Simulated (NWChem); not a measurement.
B₃H₂O₃ cation

```xyz
8

B      0.0000     0.0000     1.1633
O     -1.2320     0.0000     0.8281
B     -1.2394     0.0000    -0.6510
O      0.0000     0.0000    -1.2235
B      1.2394     0.0000    -0.6510
O      1.2320     0.0000     0.8281
H     -2.2771     0.0000    -1.2030
H      2.2771     0.0000    -1.2030
```
Atoms are numbered in this order, from 1.

Program: NWChem. Pople sets run with spherical d functions. Structure relaxed at the B3LYP/6-31G* (spherical d) level. Level: PBE0/6-31+G*; the question gives the wavelength of the field.

Q: What does the run give for field 400 nm? Quantities: isotropic polarisability (bohr³); anisotropy (bohr³).

A: 
| Quantity | Result |
|---|---|
| isotropic polarisability (bohr³) | 37.3 |
| anisotropy (bohr³) | 19.9 |
